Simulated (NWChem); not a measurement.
Species: methylammonium (CH$_{6}$N cation); SMILES [NH3+]C

```xyz
8

C      0.0000     0.0000     0.8044
N      0.0000     0.0000    -0.7127
H      0.7322     0.7322     1.1446
H      0.2680    -1.0002     1.1446
H     -1.0002     0.2680     1.1446
H     -0.2475     0.9238    -1.0905
H     -0.6763    -0.6763    -1.0905
H      0.9238    -0.2475    -1.0905
```
Atoms are numbered in this order, from 1.

All runs: NWChem. Pople sets run with spherical d functions. Geometry: optimised at B3LYP/6-31G* (spherical d). Total energies compare along this basis series because the functional is fixed.

| level | basis functions | energy (Ha) | highest occupied level (eV) | orbital gap (eV) |
|---|---|---|---|---|
| PBE/STO-3G | 16 | -94.9270 | -15.56 | 13.93 |
| PBE/3-21G | 30 | -95.5658 | -15.78 | 10.44 |
| PBE/6-31G* | 40 | -96.0760 | -15.76 | 10.06 |
| PBE/6-31+G* | 48 | -96.0774 | -15.80 | 9.47 |
| PBE/6-311G** | 72 | -96.1109 | -15.79 | 9.61 |
| PBE/6-311++G** | 86 | -96.1113 | -15.79 | 9.38 |
